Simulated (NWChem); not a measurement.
System: boric acid (H3BO3); SMILES OB(O)O

Output (shortened):

```
             Northwest Computational Chemistry Package (NWChem) 7.3.0
             --------------------------------------------------------

                             Geometry "geometry" -> ""
                             -------------------------

 Output coordinates in angstroms (scale by  1.889725989 to convert to a.u.)

  No.       Tag          Charge          X              Y              Z
 ---- ---------------- ---------- -------------- -------------- --------------
    1 O                    8.0000    -0.96012100     0.99940900     0.00000000
    2 B                    5.0000    -0.03793800     0.00181200     0.00000000
    3 O                    8.0000     1.29305300     0.34405200     0.00000000
    4 O                    8.0000    -0.51465600    -1.27763800     0.00000000
    5 H                    1.0000    -0.53473800     1.86148000     0.00000000
    6 H                    1.0000     1.90797300    -0.39247200     0.00000000
    7 H                    1.0000     0.15847700    -1.96023500     0.00000000

 Effective nuclear repulsion energy (a.u.)     116.3487909799

  xc_inp: hfexch multiplicative factor not found.
                              NWChem Property Module
                              ----------------------

  itol2e modified to match energy
  convergence criterion.

                                 NWChem DFT Module
                                 -----------------

 Summary of "ao basis" -> "ao basis" (spherical)
 ------------------------------------------------------------------------------
       Tag                 Description            Shells   Functions and Types
 ---------------- ------------------------------  ------  ---------------------
 O                          6-311g**                 8       18   4s3p1d
 B                          6-311g**                 8       18   4s3p1d
 H                          6-311g**                 4        6   3s1p

  itol2e modified to match energy
  convergence criterion.

            General Information
            -------------------
          SCF calculation type: DFT
          Wavefunction type:  closed shell.
          No. of atoms     :     7
          No. of electrons :    32
           Alpha electrons :    16
            Beta electrons :    16
          Charge           :     0
          Spin multiplicity:     1
          Use of symmetry is: off; symmetry adaption is: off
          Maximum number of iterations: 150
          AO basis - number of functions:    90
                     number of shells:    44
          Convergence on energy requested:  1.00D-07
          Convergence on density requested:  1.00D-05
          Convergence on gradient requested:  5.00D-04

              XC Information
              --------------
                     Hartree-Fock (Exact) Exchange  1.000

      Superposition of Atomic Density Guess
      -------------------------------------

 Sum of atomic energies:        -250.36103236

      Non-variational initial energy
      ------------------------------

 Total energy =    -251.870219
 1-e energy   =    -573.457560
 2-e energy   =     205.238550
 HOMO         =      -0.488679
 LUMO         =       0.040306

   convergence    iter        energy       DeltaE   RMS-Dens  Diis-err
 ---------------- ----- ----------------- --------- --------- ---------
 d= 0,ls=0.0,diis     1   -251.1596735782 -3.68D+02  6.31D-03  9.63D-01
 d= 0,ls=0.0,diis     2   -251.2374187502 -7.77D-02  2.00D-03  2.64D-01
 d= 0,ls=0.0,diis     3   -251.2579162364 -2.05D-02  5.15D-04  4.56D-03
 d= 0,ls=0.0,diis     4   -251.2585864565 -6.70D-04  1.41D-04  1.77D-04
 d= 0,ls=0.0,diis     5   -251.2586190467 -3.26D-05  3.38D-05  1.51D-05
  Resetting Diis
 d= 0,ls=0.0,diis     6   -251.2586211980 -2.15D-06  1.24D-05  2.83D-06
 d= 0,ls=0.0,diis     7   -251.2586215555 -3.58D-07  2.36D-06  7.01D-08
 d= 0,ls=0.0,diis     8   -251.2586215704 -1.49D-08  1.01D-06  1.33D-08

[...]

          -----------------------------------------
          Chemical Shielding Tensors (GIAO, in ppm)
          -----------------------------------------

                                NWChem CPHF Module
                                ------------------

  scftype          =     RHF
  nclosed          =       16
  nopen            =        0
  variables        =     1184
  # of vectors     =        3
  tolerance        = 0.10D-03
  level shift      = 0.00D+00
  max iterations   =       50
  max subspace     =       30

 SCF residual:    8.4474303700224492E-005

Iterative solution of linear equations
  No. of variables     1184
  No. of equations        3
  Maximum subspace       30
        Iterations       50
       Convergence  1.0D-04

   iter   nsub   residual    time
   ----  ------  --------  ---------
     1      3    8.74D-01      28.1
     2      6    1.37D-01      29.3
     3      9    2.18D-02      30.6
     4     12    3.35D-03      31.7
     5     15    4.06D-04      32.8
     6     18    8.03D-05      33.8

      Atom:    1  O
        Diamagnetic
    381.3788     -9.5696      0.0000
     -9.5696    401.5741      0.0000
      0.0000      0.0000    361.8432

        Paramagnetic
   -122.4966    -40.1446     -0.0000
    -40.1446   -129.2222      0.0000
     -0.0000      0.0000    -64.2226

        Total Shielding Tensor
    258.8822    -49.7141     -0.0000
    -49.7141    272.3520      0.0000
     -0.0000      0.0000    297.6206

           isotropic =     276.2849
          anisotropy =      59.2506

          Principal Components and Axis System
                 1           2           3
              315.7854    297.6206    215.4488

      1        -0.6579      0.0000      0.7531
      2         0.7531      0.0000      0.6579
      3         0.0000      1.0000      0.0000

      Atom:    2  B
        Diamagnetic
    208.1144      0.4595      0.0000
      0.4595    207.8093     -0.0000
      0.0000     -0.0000    186.5252

        Paramagnetic
   -113.1398     -3.0557     -0.0000
     -3.0557   -106.6093      0.0000
     -0.0000      0.0000    -84.7342

        Total Shielding Tensor
     94.9746     -2.5961     -0.0000
     -2.5961    101.2000      0.0000
     -0.0000      0.0000    101.7911

           isotropic =      99.3219
          anisotropy =       4.2280

          Principal Components and Axis System
                 1           2           3
              102.1405    101.7911     94.0340

      1        -0.3406      0.0000      0.9402
      2         0.9402     -0.0000      0.3406
      3         0.0000      1.0000      0.0000

      Atom:    3  O
        Diamagnetic
    405.6913     -4.1088      0.0000
     -4.1088    380.1223      0.0000
      0.0000      0.0000    363.9717

        Paramagnetic
    -90.7698     23.6209      0.0000
     23.6209   -149.8522     -0.0000
      0.0000     -0.0000    -88.2355

        Total Shielding Tensor
    314.9216     19.5121      0.0000
     19.5121    230.2701     -0.0000
      0.0000     -0.0000    275.7362

           isotropic =     273.6426
          anisotropy =      68.3399

          Principal Components and Axis System
                 1           2           3
              319.2026    275.7362    225.9891

      1         0.9768      0.0000     -0.2143
      2         0.2143      0.0000      0.9768
      3         0.0000      1.0000      0.0000

      Atom:    4  O
        Diamagnetic
    377.6055     -0.6717      0.0000
     -0.6717    405.4853     -0.0000
      0.0000     -0.0000    361.8280

        Paramagnetic
   -142.7893     30.5277      0.0000
     30.5277   -101.9638      0.0000
      0.0000      0.0000    -75.1429

        Total Shielding Tensor
    234.8162     29.8561      0.0000
     29.8561    303.5216      0.0000
      0.0000      0.0000    286.6851

           isotropic =     275.0076
          anisotropy =      59.5123

          Principal Components and Axis System
                 1           2           3
              314.6825    286.6851    223.6553

      1         0.3502      0.0000      0.9367
      2         0.9367      0.0000     -0.3502
      3         0.0000      1.0000      0.0000

      Atom:    5  H
        Diamagnetic
     25.8821      3.9254      0.0000
      3.9254     44.4540      0.0000
      0.0000      0.0000     19.5493

        Paramagnetic
      0.4251     -0.9282      0.0000
     -0.9282     -4.5093     -0.0000
      0.0000     -0.0000      2.3607

        Total Shielding Tensor
     26.3072      2.9972      0.0000
      2.9972     39.9447     -0.0000
      0.0000     -0.0000     21.9101

           isotropic =      29.3873
          anisotropy =      16.7806

          Principal Components and Axis System
                 1           2           3
               40.5744     25.6775     21.9101

      1         0.2056      0.9786      0.0000
      2         0.9786     -0.2056      0.0000
      3         0.0000      0.0000      1.0000

      Atom:    6  H
        Diamagnetic
     37.8823    -10.2091     -0.0000
    -10.2091     33.2175      0.0000
     -0.0000      0.0000     19.9286

        Paramagnetic
     -1.8430      2.4122      0.0000
      2.4122     -2.0489     -0.0000
      0.0000     -0.0000      2.8415

        Total Shielding Tensor
     36.0393     -7.7969      0.0000
     -7.7969     31.1686     -0.0000
      0.0000     -0.0000     22.7701

           isotropic =      29.9927
          anisotropy =      17.6695

          Principal Components and Axis System
                 1           2           3
               41.7723     25.4356     22.7701

      1         0.8057      0.5924      0.0000
      2        -0.5924      0.8057      0.0000
      3         0.0000      0.0000      1.0000

      Atom:    7  H
        Diamagnetic
     30.9863     -9.1782     -0.0000
     -9.1782     40.0215     -0.0000
     -0.0000     -0.0000     19.9225

[...]
```

Level: Hartree-Fock/6-311G** (spherical d), GIAO. Coordinates come from a PBE0/def2-SVP optimisation. The printed shielding anisotropy is the first printed principal value minus the mean of the other two.

Q: Write an input that gives this output.

A: Several could match; the one computed here: the input that was run:
```
start job
memory heap 200 mb stack 900 mb global 1100 mb
geometry units angstroms noautosym nocenter noautoz
  O     -0.960121     0.999409     0.000000
  B     -0.037938     0.001812     0.000000
  O      1.293053     0.344052     0.000000
  O     -0.514656    -1.277638     0.000000
  H     -0.534738     1.861480     0.000000
  H      1.907973    -0.392472     0.000000
  H      0.158477    -1.960235     0.000000
end
basis spherical
  O library 6-311g**
  B library 6-311g**
  H library 6-311g**
end
dft
  xc hfexch
  iterations 150
end
property
  shielding
end
task dft property
```
